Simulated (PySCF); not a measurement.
C4CoO4, doublet, geometry from GFN2-xTB (such geometries of metal compounds can be far from the true shape) (the multiplicity is a formal guess); DF-LC-WPBE/def2-SVP (PySCF).

PySCF was given this input:
```python
from pyscf import gto, scf, dft

mol = gto.M(
    atom='''
Co   -0.00000000    0.00000000   -0.00000000
O     1.34380130    1.24503415   -2.27102784
C     0.86099741    0.75018521   -1.36126207
O    -0.10742565   -1.32367666    2.59804143
C    -0.01698677   -0.80387044    1.58449758
O    -0.43982013   -2.49503246   -1.44735991
C    -0.31409387   -1.50642719   -0.88834170
O    -0.79655552    2.57367497    1.12034632
C    -0.52991678    1.56011242    0.66510619
''',
    basis='def2-svp',
    spin=1,
    verbose=4,
)

mf = dft.UKS(mol)
mf.xc = 'lc_wpbe'
mf = mf.density_fit(auxbasis='def2-universal-jkfit')
mf.kernel()
```

What the program printed (banner, timings and long lists left out):

```
PySCF version 2.14.0

[INPUT] verbose = 4
[INPUT] num. atoms = 9
[INPUT] num. electrons = 83
[INPUT] charge = 0
[INPUT] spin (= nelec alpha-beta = 2S) = 1
[INPUT] symmetry False subgroup None
[INPUT] Mole.unit = angstrom
[INPUT] Symbol           X                Y                Z      unit          X                Y                Z       unit  Magmom
[INPUT]  1 Co     0.000000000000   0.000000000000   0.000000000000 AA    0.000000000000   0.000000000000   0.000000000000 Bohr   0.0
[INPUT]  2 O      1.343801300000   1.245034150000  -2.271027840000 AA    2.539416422834   2.352773559231  -4.291620638863 Bohr   0.0
[INPUT]  3 C      0.860997410000   0.750185210000  -1.361262070000 AA    1.627049298860   1.417644589599  -2.572412496059 Bohr   0.0
[INPUT]  4 O     -0.107425650000  -1.323676660000   2.598041430000 AA   -0.203005057253  -2.501386364879   4.909586762973 Bohr   0.0
[INPUT]  5 C     -0.016986770000  -0.803870440000   1.584497580000 AA   -0.032100343041  -1.519094971234   2.994266471236 Bohr   0.0
[INPUT]  6 O     -0.439820130000  -2.495032460000  -1.447359910000 AA   -0.831139589771  -4.714928021300  -2.735113833575 Bohr   0.0
[INPUT]  7 C     -0.314093870000  -1.506427190000  -0.888341700000 AA   -0.593551391705  -2.846734815698  -1.678722518031 Bohr   0.0
[INPUT]  8 O     -0.796555520000   2.573674970000   1.120346320000 AA   -1.505271775811   4.863540826948   2.117147709464 Bohr   0.0
[INPUT]  9 C     -0.529916780000   1.560112420000   0.665106190000 AA   -1.001397583011   2.948185197332   1.256868542853 Bohr   0.0

nuclear repulsion = 603.394821180307
number of shells = 59
number of NR pGTOs = 265
number of NR cGTOs = 143
basis = def2-svp
ecp = {}

******** <class 'pyscf.df.df_jk.DFUKS'> ********
method = DFUKS
initial guess = minao
damping factor = 0
level_shift factor = 0
DIIS = <class 'pyscf.scf.diis.CDIIS'>
diis_start_cycle = 1
diis_space = 8
diis_damp = 0
SCF conv_tol = 1e-09
SCF conv_tol_grad = None
SCF max_cycles = 50
direct_scf = False
number electrons alpha = 42  beta = 41
XC library pyscf.dft.libxc version 7.1.2
    S. Lehtola, C. Steigemann, M. J. T. Oliveira, and M. A. L. Marques,  SoftwareX 7, 1–5 (2018)
XC functionals = lc_wpbe
    O. A. Vydrov and G. E. Scuseria,  J. Chem. Phys. 125, 234109 (2006)
radial grids:
    Treutler-Ahlrichs [JCP 102, 346 (1995); DOI:10.1063/1.469408] (M4) radial grids

becke partition: Becke, JCP 88, 2547 (1988); DOI:10.1063/1.454033
pruning grids: <function nwchem_prune>
grids dens level: 3
symmetrized grids: False
atomic radii adjust function: <function treutler_atomic_radii_adjust>
small_rho_cutoff = 0
Set gradient conv threshold to 3.16228e-05
tot grids = 133704
Create RSH-DF object <pyscf.df.df.DF object> for omega=0.4
******** <class 'pyscf.df.df.DF'> ********
auxbasis = auxmol.basis = def2-universal-jkfit
init E= -1835.02492910182

cycle= 1 E= -1819.7545028392  delta_E= 15.3  |g|= 5.02  |ddm|= 4.22

cycle= 2 E= -1764.68996996996  delta_E= 55.1  |g|= 10.1  |ddm|= 24.4
cycle= 3 E= -1826.39789608208  delta_E= -61.7  |g|=  4.1  |ddm|= 22.4
cycle= 4 E= -1832.55222905187  delta_E= -6.15  |g|= 2.96  |ddm|= 4.52
cycle= 5 E= -1830.16468386913  delta_E= 2.39  |g|= 3.95  |ddm|= 0.987
cycle= 6 E= -1834.96833114981  delta_E= -4.8  |g|= 0.556  |ddm|= 2.09
cycle= 7 E= -1835.04497762674  delta_E= -0.0766  |g|=  0.2  |ddm|= 0.342
cycle= 8 E= -1835.06048281656  delta_E= -0.0155  |g|= 0.0412  |ddm|= 0.16
cycle= 9 E= -1835.06089146664  delta_E= -0.000409  |g|= 0.0486  |ddm|= 0.0461
cycle= 10 E= -1835.06145842148  delta_E= -0.000567  |g|= 0.0324  |ddm|= 0.0251
cycle= 11 E= -1835.06193542535  delta_E= -0.000477  |g|= 0.00462  |ddm|= 0.0445
cycle= 12 E= -1835.06196885371  delta_E= -3.34e-05  |g|= 0.00197  |ddm|= 0.0113
cycle= 13 E= -1835.06198657946  delta_E= -1.77e-05  |g|= 0.00151  |ddm|= 0.00872
cycle= 14 E= -1835.06200708396  delta_E= -2.05e-05  |g|= 0.000929  |ddm|= 0.0153
cycle= 15 E= -1835.06201396583  delta_E= -6.88e-06  |g|= 0.000565  |ddm|= 0.00901
cycle= 16 E= -1835.06201758902  delta_E= -3.62e-06  |g|= 0.000342  |ddm|= 0.0079
cycle= 17 E= -1835.06201836745  delta_E= -7.78e-07  |g|= 0.000298  |ddm|= 0.00239
cycle= 18 E= -1835.06201865539  delta_E= -2.88e-07  |g|= 0.000295  |ddm|= 0.000771
cycle= 19 E= -1835.06201872908  delta_E= -7.37e-08  |g|= 0.000323  |ddm|= 0.000114
cycle= 20 E= -1835.06201857253  delta_E= 1.57e-07  |g|= 0.000295  |ddm|= 0.000297
cycle= 21 E= -1835.06201793511  delta_E= 6.37e-07  |g|= 0.000267  |ddm|= 0.00185
cycle= 22 E= -1835.06201715349  delta_E= 7.82e-07  |g|= 0.000205  |ddm|= 0.00292
cycle= 23 E= -1835.06201644176  delta_E= 7.12e-07  |g|= 0.000111  |ddm|= 0.00501
cycle= 24 E= -1835.06201642454  delta_E= 1.72e-08  |g|= 6.72e-05  |ddm|= 0.000858
cycle= 25 E= -1835.0620163803  delta_E= 4.42e-08  |g|= 4.8e-05  |ddm|= 0.00122
cycle= 26 E= -1835.06201638403  delta_E= -3.73e-09  |g|= 3.45e-05  |ddm|= 0.000141
cycle= 27 E= -1835.0620163865  delta_E= -2.47e-09  |g|= 2.76e-05  |ddm|= 0.000162
cycle= 28 E= -1835.06201638989  delta_E= -3.39e-09  |g|= 1.83e-05  |ddm|= 0.000392
cycle= 29 E= -1835.06201639093  delta_E= -1.04e-09  |g|= 1.58e-05  |ddm|= 0.000113
cycle= 30 E= -1835.06201639015  delta_E= 7.82e-10  |g|= 8.49e-06  |ddm|= 9.04e-05
Extra cycle  E= -1835.0620163904  delta_E= -2.48e-10  |g|= 8.46e-06  |ddm|= 2.61e-05
converged SCF energy = -1835.0620163904  <S^2> = 0.7777879  2S+1 = 2.0275975
```
